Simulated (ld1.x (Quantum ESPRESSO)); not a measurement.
Ar (Z = 18), RRKJ: configuration errors across variants

- Element: argon
- Generator: ld1.x (Quantum ESPRESSO) 7.5
- Type: norm-conserving RRKJ (Kleinman–Bylander form)
- Functional: PBE
- Relativity: scalar-relativistic
- Frozen core: [Ne]
- Valence charge: 8
- Reference configuration: 3s2 3p6
- Partial waves: 3s (bound): rc 1.25 bohr; 3d channel at -0.15 Ry: rc 0.95 bohr; 3p (bound): rc 1.25 bohr
- Local potential: the p channel
- Core correction: Bessel-smoothed model core inside 0.75 bohr
- rho0: 0.001

All-electron excitation energies from the reference (eV): (1) 3s2 3p5 16.058; (2) 3s2 3p4 44.717; (3) 3s2 3p3 87.301; (4) 3s1 3p6 30.673; (5) 3s2 3p2 144.936; (6) 3s2 3p5.5 6.547.

Errors AE − PS in meV (a dash: test not solved or not reliable):

```tsv
change	(1)	(2)	(3)	(4)	(5)	(6)	bound ghosts
base	+2.1	+19	+68	+7.9	+172	0.0	none
core correction none	+1.3	+15	+59	+8.1	+159	-0.2	none
core correction Bessel-smoothed model core inside 0.38 bohr	+2.1	+19	+68	+7.8	+170	0.0	none
core correction Bessel-smoothed model core inside 0.56 bohr	+2.1	+19	+68	+7.8	+170	0.0	none
core correction Bessel-smoothed model core inside 0.66 bohr	+2.1	+19	+68	+7.8	+170	0.0	none
core correction Bessel-smoothed model core inside 0.78 bohr	+2.1	+19	+69	+7.9	+173	0.0	none
core correction Bessel-smoothed model core inside 0.86 bohr	+2.1	+19	+70	+8.2	+176	0.0	none
core correction Bessel-smoothed model core inside 1.00 bohr	+2.1	+19	+68	+8.0	+172	0.0	none
```

Task: Give the same row for: core correction Bessel-smoothed model core inside 1.10 bohr.

Result: +1.8, +17, +61, +6.7, +155, 0.0; bound ghosts: none.
